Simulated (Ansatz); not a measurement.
Ideal-gas functions of `[NH2][Cd][Cl]` at 600 K and 1 bar, from an Ansatz frequency run at PBE0-D4/def2-TZVP.

Molar mass 163.89 g/mol, point group Cs (symmetry number 1), electronic degeneracy 1, moments of inertia 1.805, 237.765, 238.612 u Å². Harmonic wavenumbers (cm⁻¹, unscaled): 116, 118, 359, 561, 638, 825, 1560, 3518, 3611.

Use S(trans) = R[1.5 ln M + 2.5 ln T − 1.1517]; rotational temperatures θ = 24.2544 K / I; S(rot) = R[ln(√π/σ · √(T³/θAθBθC)) + 1.5]; for each mode x = 1.438777 ν̃/T, S = R[x/(eˣ − 1) − ln(1 − e⁻ˣ)] and H = RT x/(eˣ − 1); 1 cm⁻¹ = 0.0119627 kJ/mol; R = 8.31446 J/(mol·K).

Question: By hand: the entropy, in J/(mol·K).

Answer: Translation 187.0. Rotation: θ = 13.4373, 0.102, 0.1016 K, giving 105.2. Vibration, mode by mode: 18.98, 18.84, 9.81, 6.45, 5.55, 3.88, 0.96, 0.02, 0.01, in all 64.5. Electronic 0.0. Sum 356.7 J/(mol·K).

Question: By hand: H − E and G − E in kJ/mol, counted from the electronic energy.

Answer: Zero-point energy ½ × 11306 × 0.0119627 = 67.6; thermal vibration 18.3; translation, rotation and pV give 4 RT = 20.0. H − E = 105.9 kJ/mol, and G − E = 105.9 − 600 × 356.7/1000 = -108.1 kJ/mol.

Vibration gives 18 % of the entropy, 37.8 J/(mol·K) of it from the modes under 150 cm⁻¹: soft modes count most, and the harmonic formula is weakest for them. The sum counts one conformer and one mirror image; others add a mixing term.
